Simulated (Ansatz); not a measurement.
Results of the Gaussian-basis code of Ansatz.

Basis-set series for H3O3Si, SMILES `O[Si](O)O` radical. The species carries charge 0 and has multiplicity 2. Geometry: relaxed with PBE0-D4/def2-TZVP. It is one conformer, not always the lowest.

```tsv
functional	basis	functions	energy (Eh)	HOMO (eV)	LUMO (eV)
PBE0-D4	def2-SVP	75	-516.42110	-5.66	-1.66
PBE0-D4	def2-TZVPP	177	-516.82978	-5.93	-1.85
ωB97M-V	def2-SVP	75	-516.68854	-7.45	-0.05
ωB97M-V	def2-TZVPP	177	-517.10270	-7.73	-0.34
```

Problem. Give the rows for def2-QZVPP. (An estimate is asked.)

Solution. The calculation gave: 
```csv
functional,basis,functions,energy (Eh),HOMO (eV),LUMO (eV)
PBE0-D4,def2-QZVPP,331,-516.85444,-6.01,-1.98
ωB97M-V,def2-QZVPP,331,-517.12624,-7.82,-0.51
```

HOMO and LUMO are taken over both spins.
